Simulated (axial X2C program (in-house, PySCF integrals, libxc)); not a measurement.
BeP⁻: cheaper levels and CCSD(T), with spin–orbit coupling

Calculated with an axial X2C code built on PySCF integrals. Two-component (2c) means X2C with spin–orbit coupling and atomic mean-field two-electron Coulomb and Gaunt terms. Basis: P dyall-av3z [9s8p3d2f], Be dyall-av3z [9s9p4d2f] (cores contracted in-house); Gaussian nuclei, density fitting, unrestricted open shells. Masses: P 30.974 u, Be 9.012 u.

State: Ω = 2 (⟨Sz⟩ = 1.00, ⟨Lz⟩ = 1.00 at HF); fragments P- + Be.

```json
{"level": "PBE0", "Re (Å)": "1.957", "ωe (cm⁻¹)": "733.8", "De (eV)": "2.64"}
{"level": "HF", "Re (Å)": "1.960", "ωe (cm⁻¹)": "745.5", "De (eV)": "1.83"}
{"level": "MP2", "Re (Å)": "1.962", "ωe (cm⁻¹)": "751.2", "De (eV)": "2.53"}
{"level": "CCSD", "Re (Å)": "1.966", "ωe (cm⁻¹)": "726.7", "De (eV)": "2.15"}
{"level": "PW91", "Re (Å)": "1.968", "ωe (cm⁻¹)": "710.6", "De (eV)": "2.74"}
```

Correlated methods: 8 electrons correlated (number of frozen shells: P 2 s, 1 p; Be 1 s), 210 virtual spin orbitals or spinors in MP2, 90 natural virtuals in coupled cluster.

CCSD(T), same Hamiltonian and basis:

Re = 1.974 Å, ωe = 715.0 cm⁻¹, De = 2.30 eV; T1 = 0.024 (Lee–Taylor normalisation).

Task: Give the differences from CCSD(T) in the columns below.

Result: 

```
level  ΔRe (Å)  Δωe (cm⁻¹)  ΔDe (eV)
 PBE0   -0.017          19      0.34
   HF   -0.014          30     -0.47
  MP2   -0.012          36      0.23
 CCSD   -0.008          12     -0.15
 PW91   -0.006          -4      0.44
```

The state is a single determinant with fixed occupations, the lowest that a limited PBE0 search found. Dissociation energies refer to the lowest single-determinant-based atoms at the same level and basis. Density functionals use the spin component along the axis (collinear). Coupled cluster ran in a truncated set of natural virtual spinors; the MP2 energy of the rest was added. (T) has no such correction and the atoms are truncated less, which lowers De at CCSD(T) by a hundredth of an eV or more. In 2c an atomic determinant is not the ground J level, so De misses part of the atomic spin–orbit lowering. This holds for PBE0, CCSD, PW91. Other states lie close and PBE0, whose exact exchange favours high spin, may order them wrongly; the determinant shown need not be the ground state. The nearest other spin-free determinant of the search, M_S = 0, Λ = 1, lies 0.04 eV up at the distance of the search. Without a current term, density functionals place determinants with orbital angular momentum somewhat too high. With several unpaired electrons one determinant need not be a pure state. A state of lower Ω lies just above, and one determinant can place such states too high, so the state shown need not be the lowest. The search has Ω = 1 only 0.04 eV up. Open-shell Ω = 0 determinants with evenly filled partner blocks cannot be reached by this program, so the Ω shown need not be the lowest component. At some level and bond length an empty orbital lies below a filled one. The highest occupied level of some functionals is positive through self-interaction error; at Hartree–Fock it is bound. Hartree–Fock gets electron affinities wrong, so its lowest charge split need not be the true one.
